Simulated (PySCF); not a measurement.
Species: delta-valerolactam, `O=C1CCCCN1`. The columns A, B, C and D hold Mulliken, IAO, Hirshfeld and ESP-fitted charges (e) of one PBE0/pcSseg-1 density (PySCF), in a shuffled order. Coordinates in Å (PBE0-D3(BJ)/def2-SVP); the density's dipole moment is (-4.04, -1.11, 0.43) D.

```csv
atom,x,y,z,A,B,C,D
O1,2.568,1.262,-0.048,-0.511,-0.313,-0.436,-0.592
C2,1.463,0.756,-0.031,+0.432,+0.167,+0.427,+0.629
C3,1.236,-0.688,-0.438,-0.313,-0.076,-0.251,-0.192
C4,-0.068,-1.292,0.063,-0.256,-0.067,-0.239,+0.049
C5,-1.217,-0.333,-0.208,-0.255,-0.068,-0.262,-0.169
C6,-0.987,0.974,0.529,-0.146,-0.014,+0.031,+0.116
N7,0.351,1.475,0.301,-0.356,-0.111,-0.520,-0.563
H8,1.261,-0.696,-1.542,+0.156,+0.050,+0.151,+0.080
H9,2.121,-1.250,-0.111,+0.164,+0.051,+0.148,+0.070
H10,0.000,-1.485,1.148,+0.129,+0.037,+0.124,+0.027
H11,-0.246,-2.268,-0.416,+0.140,+0.044,+0.131,+0.016
H12,-1.287,-0.139,-1.292,+0.132,+0.039,+0.124,+0.071
H13,-2.182,-0.760,0.106,+0.141,+0.047,+0.131,+0.053
H14,-1.715,1.733,0.199,+0.143,+0.047,+0.127,+0.046
H15,-1.164,0.818,1.612,+0.125,+0.035,+0.120,+0.038
H16,0.561,2.426,0.584,+0.275,+0.132,+0.195,+0.324
```

**Question.** Which column most likely holds the ESP-fitted charges?

**Answer.** D. Σ q r misses the density's dipole by 0.05 D (D), 0.50 D (A), 1.09 D (B), 1.32 D (C). Charges fitted to the outside potential are the only set here that is tied to the molecule's multipoles.

**Question.** And the Hirshfeld charges?

**Answer.** B. The mean sizes are 0.081 e (B), 0.190 e (D), 0.214 e (C), 0.230 e (A), and Hirshfeld charges are commonly the smallest of these schemes.

As computed, A = IAO, B = Hirshfeld, C = Mulliken, D = ESP-fitted. Hydrogens on carbon: IAO +0.12 to +0.16, Hirshfeld +0.04 to +0.05, Mulliken +0.12 to +0.15, ESP-fitted +0.02 to +0.08 e.

The IAO scheme projects the occupied orbitals on a minimal set of polarised atomic orbitals and counts the electrons in each atom's part of it. The ESP scheme is a least-squares fit of atom-centred charges to the potential on four shells outside the van der Waals surface, with the total charge fixed.

The structure is a single PBE0-D3(BJ)/def2-SVP conformer in the gas phase; no vibrational or solvent corrections.
